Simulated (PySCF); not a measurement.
# How methods differ on the excitation energy of Se²⁺

Se²⁺ [Ar] 3d10 4s2 4p2 (3P) → Se²⁺ [Ar] 3d10 4s1 4p3 (5S), as a difference of total energies. Calculation: PySCF 2.14, in aug-cc-pwCVTZ-PP with ECP10MDF; a scalar-relativistic core potential. Correlated levels: valence: 3s2 3p6 3d10 frozen. The calculations carry no spin-orbit coupling.

```csv
method,excitation energy (eV)
UHF,6.340
MP2 (valence),7.401
SCS-MP2 (valence),7.871
CCSD (valence),7.653
CCSD(T) (valence),7.690
```

**Question.** How much does correlation contribute at CCSD(T) (valence)?

**Answer.** 7.690 − (6.340) = 1.350 eV, measured against UHF.
